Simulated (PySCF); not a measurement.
A structure optimised at ωB97X-D3(BJ)/def2-SVP, used in a PySCF frequency run:

```
O
C 1 1.4264
H 2 1.1044 1 109.29
H 2 1.1045 3 107.62 1 118.65
C 2 1.5152 3 110.73 4 121.10
H 5 1.1006 2 110.41 3 -179.61
H 5 1.1006 6 108.33 2 120.99
H 5 1.1011 6 108.63 7 117.83
Si 1 1.6292 2 125.66 3 59.54
F 9 1.6152 1 110.52 2 59.24
F 9 1.6153 10 105.15 1 119.09
H 9 1.4661 10 110.42 11 119.29
```

### Question
Write its SMILES and formula.

### Answer
CCO[SiH](F)F, C2H6F2OSi

### Question
What are its rotational constants (standard atomic weights)?

### Answer
5.4252, 1.5800, 1.4109 GHz
